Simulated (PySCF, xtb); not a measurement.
H8N2OSi2, SMILES N[SiH2]N[SiH2]O. One conformer was computed; it need not be the lowest.

Harmonic wavenumbers (cm⁻¹) from GFN2-xTB in xtb at its own minimum, in rising order: 32, 62, 120, 150, 225, 225, 286, 389, 463, 500, 539, 587, 629, 711, 732, 754, 764, 799, 815, 823, 876, 907, 976, 1193, 1530, 2225, 2262, 2285, 2298, 3446, 3482, 3517, 3671.

What does PBE0-D3(BJ)/def2-SVP (PySCF) give at its own minimum? (Estimate from the structure and the level; the computed values follow.)

24, 47, 146, 198, 216, 259, 318, 328, 486, 531, 587, 709, 755, 830, 842, 869, 893, 899, 909, 934, 950, 955, 971, 1200, 1541, 2232, 2234, 2250, 2269, 3595, 3625, 3728, 3931. Paired by order, the mean absolute difference is 72 cm⁻¹ and the zero-point energies are 54.7 and 57.6 kcal/mol.
